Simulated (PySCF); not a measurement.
**RuO₂⁺: bending curve**

These are results of UPBE0 in PySCF with Ru def2-TZVP with ECP28, O def2-TZVP; scalar-relativistic core potentials, no spin–orbit coupling; density-fitted integrals, not measurements.

Rigid scan from the doublet minimum (Ru–O 1.629 Å (×2); O–Ru–O 132.9°). Coordinate: the O–Ru–O angle, bonds fixed. Energies in kJ/mol from the minimum.

Question: Predict the curve at 80, 90, 100, 110, 120, 130, 140, 150, 160, 170, 180.

Answer: 
| bond angle (°) | E (kJ/mol) | dipole size (D, about the centre of mass) | ⟨S²⟩ |
| --- | --- | --- | --- |
| 80 | 238.5 | 3.82 | 1.40 |
| 90 | 146.6 | 3.64 | 1.26 |
| 100 | 82.4 | 3.55 | 1.10 |
| 110 | 39.1 | 3.47 | 0.95 |
| 120 | 12.5 | 3.30 | 0.81 |
| 130 | 0.7 | 2.94 | 0.76 |
| 140 | 3.7 | 2.47 | 0.75 |
| 150 | 20.0 | 1.94 | 0.75 |
| 160 | 44.2 | 1.36 | 0.76 |
| 170 | 66.5 | 0.71 | 0.76 |
| 180 | 75.9 | 0.00 | 0.76 |

With the bonds held, the linear shape lies 75.9 kJ/mol from the minimum.

Spin contamination is strong at 80, 90, 100, so these points are less reliable.

Other spin states or occupations of the open shell can lie lower.

Other isomers or separated fragments may lie lower.

The scan took 23 s on 2 threads of a shared Arm Neoverse V2 host; the process peaked at 0.91 GiB.
